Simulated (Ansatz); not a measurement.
CH6F2OSi2, SMILES C[Si](F)(F)O[SiH3].

Coordinates come from a ωB97X-D3(BJ)/def2-SVP optimisation. The values are those of a single conformer.

Two levels are set side by side: PBE/def2-SVPD (Ansatz, a quantum-chemistry and plane-wave program) and CAM-B3LYP/def2-SVPD (Ansatz). Energy differences of separate SCF runs at the same geometry; the states with an electron removed or added have multiplicity 2 and 2. Differences are taken from unrounded values.

| quantity | PBE |
|---|---|
| vertical ionisation energy (eV) | 10.79 |
| vertical singlet–triplet gap (eV) | 6.71 |

Question: These are the PBE values. What does CAM-B3LYP give? (Estimate from the structure and the level; the computed values follow.)

Answer: 
```
quantity                           CAM-B3LYP  PBE minus CAM-B3LYP
---------------------------------  ---------  -------------------
vertical ionisation energy (eV)        11.70                -0.91
vertical singlet–triplet gap (eV)       7.61                -0.89
```
